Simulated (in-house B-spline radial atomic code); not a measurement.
Multiplet parameters of the 3d2 shell in the vanadium ion V³⁺ ([Ar] 3d2). Method: non-relativistic Hartree-Fock, average of configuration, point nucleus. Calculated with a radial B-spline atomic code at the basis-set limit.

Slater integrals: F^2 = 82033 cm⁻¹, F^4 = 51478 cm⁻¹. Central-field spin-orbit parameter ζ(3d) = 257.6 cm⁻¹ (bare central field on non-relativistic orbitals, without two-electron terms: too large for light atoms, too small for heavy ones).

Question: What are Racah's B and C?

Answer: B = F^2/49 - 5F^4/441 = 1090 cm⁻¹, C = 35F^4/441 = 4086 cm⁻¹, C/B = 3.75.

Question: Where do the terms lie in LS coupling, without spin-orbit interaction?

Answer: In cm⁻¹ above the Hund's-rule term:
| term | expression | energy |
| --- | --- | --- |
| 3F | 0B + 0C | 0 |
| 1D | 5B + 2C | 13624 |
| 3P | 15B + 0C | 16357 |
| 1G | 12B + 2C | 21257 |
| 1S | 22B + 7C | 52590 |

Question: How far can these numbers be trusted?

Answer: Fits to spectra need these integrals scaled down, since correlation screens the repulsion. Here ζ is 0.24 times B, so LS coupling is a fair start, though levels of equal J in close terms still mix.
